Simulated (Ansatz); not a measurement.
Input file for Ansatz (a quantum-chemistry and plane-wave program): U-CCSD(T)/cc-pVTZ on FGaH2 (SMILES [F][GaH2]), a point of a bond scan (R = 1.416 Å). The run froze 15 orbitals, filled d shells among them.

Ansatz 0.2 input:
```yaml
crystal:
  periodic: [false, false, false]
  atoms:
    - {symbol: Ga, position_ang: [-0.15314797, -0.29827289, 0.09911006]}
    - {symbol: H, position_ang: [0.62376958, -1.05783376, 1.21321406]}
    - {symbol: H, position_ang: [-1.47626948, -0.60250567, -0.66151679]}
    - {symbol: F, position_ang: [0.46715590, 0.90983866, -0.30232102]}
basis:
  gaussian:
    orbitals: cc-pVTZ
correlation: {method: ccsd_t, electrons: outside_noble_gas}
scf: {omitted_lower_state_checks: [cluster_reference]}
magnetization: {spin_polarized: true, initial_magnetization: 0}
```

Problem. Predict the final total energy.

Solution. -2024.2024 hartree (reference determinant -2023.8491, T1 diagnostic 0.011).

Problem. How many basis functions does it have, and what does it roughly cost on one machine?

Solution. 101 functions; around 8 core-seconds (rough).
